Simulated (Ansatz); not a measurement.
A nudged elastic band was laid between two geometries of BClH4O2 (8 atoms, charge 0, multiplicity 1).

Level of theory: RKS PBE0-D4/6-31G* (Ansatz 0.2.0).

- movable images: 9
- climbing image: yes
- spring: 5.0 eV/Å²
- optimiser: quadratic models (default)
- start path: through a guess of the saddle point
- force threshold: 0.05 eV/Å
- iteration limit: 10
- end points: relaxed

Image 0:

```xyz
8
Properties=species:S:1:pos:R:3
B -0.082 -0.178 0.127
H 0.218 -0.912 1.027
O 0.808 0.109 -0.898
H 1.678 -0.249 -0.691
Cl -1.832 -0.329 -0.424
O -0.163 1.401 0.962
H 0.130 1.987 0.242
H -1.106 1.596 1.101
```

Image 10:

```xyz
8
Properties=species:S:1:pos:R:3
B 0.182 0.500 -0.685
H -0.822 0.104 3.102
O 1.401 0.025 -1.013
H 1.360 -0.706 -1.639
Cl -1.302 -0.218 -1.399
O 0.092 1.525 0.191
H -0.818 1.795 0.356
H -0.441 0.400 2.534
```

(1) Which bonds break or form, and what moves?

(2) What energy profile does the band end with?

Answers

(1) Bonds broken: B1–H2, O6–H8. Bonds formed: H2–H8. BClH4O2 becomes BClH2O2 + H2.

(2) It did not converge within its limit. The highest image is number 5 of 0 to 10, 1.23 eV above the first end and 2.19 eV above the last; the last end lies 0.96 eV below the first. The band didn't meet its force threshold, so its energies are provisional: the largest band force was still 0.12 eV/Å, and over the last iterations the top moved between 1.23 and 1.26 eV. The orbitals stay closed-shell, which can raise the energy where a bond breaks towards radicals; this wasn't checked here.

```csv
image,path coordinate (Å),energy (eV),B1–H2 (Å),O6–H8 (Å),H2–H8 (Å)
0,0.00,0.00,1.20,0.97,2.84
1,0.61,0.01,1.20,0.97,2.60
2,1.23,0.05,1.20,0.97,2.37
3,1.84,0.17,1.21,0.97,2.25
4,2.46,0.36,1.23,0.98,1.78
5,3.07,1.23,1.38,1.23,1.07
6,3.75,-0.32,1.98,1.87,0.76
7,4.43,-0.88,2.64,2.39,0.74
8,5.11,-0.95,3.24,2.72,0.74
9,5.79,-0.96,3.62,2.70,0.74
10,6.46,-0.96,3.94,2.65,0.74
```

The run took 55 s on 2 threads of AMD EPYC 9R45 96-Core Processor (Zen 5), on a shared host, peak memory 0.16 GiB.
